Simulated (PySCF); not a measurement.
## Shapes and spin states of WN(OH)

Computed with PBE0/[W def2-TZVP with ECP60, N def2-TZVP, O def2-TZVP, H def2-TZVP], scalar-relativistic core potentials, density fitting, no spin–orbit coupling, PySCF.

Relaxations began from a few typed shapes and spin states; open shells are unrestricted. The search is not exhaustive: other isomers or separated fragments can lie lower, and high-lying points may rest on an excited occupation.

(1) Order these stationary points by electronic energy, lowest first, in kJ/mol from the lowest minimum.
A. triplet Cs: O–H 0.959 Å, W–N 1.660 Å, W–O 1.898 Å; H–O–W 121.6°, N–W–O 109.8°
B. singlet (closed shell, unstable to spin polarisation) Cs: O–H 0.962 Å, W–N 1.653 Å, W–O 1.835 Å; H–O–W 120.6°, N–W–O 103.2°

(2) Which of them are minima?

Answers

(1) A (0.0), B (25.4).

(2) By energy in kJ/mol, 0.0: minimum; 25.4: minimum of the closed-shell surface only.

For the lowest minimum: with open d or f shells other occupations or spin states may lie lower. With an element this heavy the missing spin–orbit coupling can shift these numbers.
